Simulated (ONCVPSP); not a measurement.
**Hf (Z = 72): one change to an ONCV potential, before and after**

Hf (Z = 72), optimised norm-conserving Vanderbilt (ONCV), made with ONCVPSP 4.0.1 (PBE, scalar-relativistic). Core [Kr] 4d10 4f14, reference 5s2 5p6 5d2.5 6s1.5. Waves: 5s+6s: rc 2.05 bohr, ncon 4, nbas 7, qcut 5.1 1/bohr, 2 projectors; 5p: rc 2.00 bohr, ncon 5, nbas 9, qcut 6.8 1/bohr, 2 projectors, debl 2.9 Ha; 5d: rc 2.95 bohr, ncon 3, nbas 7, qcut 5.4 1/bohr, 2 projectors, debl 1.7 Ha. Local part: polynomial inside 1.95 bohr (lpopt 5, dvloc0 6 Ha). Core correction: Teter function, fcfact 5.75, rcfact 1.25.

Change: all radii but the core radius scaled by about 1.33 (s 2.74, p 2.66, d 3.94 bohr); local potential polynomial inside 2.60 bohr (lpopt 5, dvloc0 6 Ha).

Cutoffs: the cutoffs (Ha) at which the residual kinetic energy of the hardest occupied pseudo-wave falls to 1 and 0.1 mHa per electron; they do not see the model core or the augmentation charge, which bear on the density cutoff. Errors are all-electron minus pseudo energies relative to the spin-unpolarised reference configuration.

What does the change do?

The potential gets softer (14 Ha and 19 Ha → 11 Ha and 13 Ha); of the 4 tests that both files solve, the error grows in 4 and shrinks in 0 by more than 15 % and 0.3 meV (median size 2.0 → 6.2 meV); neither file shows a bound ghost. A larger radius leaves more room for a smooth pseudo-wave, so fewer plane waves are needed. More of the atom is replaced by a form fitted at one configuration, so other configurations suffer.

```tsv
quantity	base	changed
cutoff, loose	14 Ha	11 Ha
cutoff, tight	19 Ha	13 Ha
loose cutoff by channel	s 9.0 Ha, p 14 Ha, d 9.0 Ha	s 6.7 Ha, p 11 Ha, d 7.0 Ha
bound ghosts	none	none
GHOST(+) flags under 300 eV	none	none
error for 5s2 5p6 5d2 6s2, meV [ΔE -1.26 eV]	+3.0	+9.5
error for 5s2 5p6 5d2 6s1, meV [ΔE 6.72 eV]	+0.1	+2.5
error for 5s2 5p6 5d2 6s0, meV [ΔE 20.90 eV]	+5.5	-8.4
error for 5s2 5p6 5d3 6s1, meV [ΔE 1.34 eV]	-1.0	+4.1
rms error of d²Exc/dni dnj with the model core, mHa	0.80	1.44
```
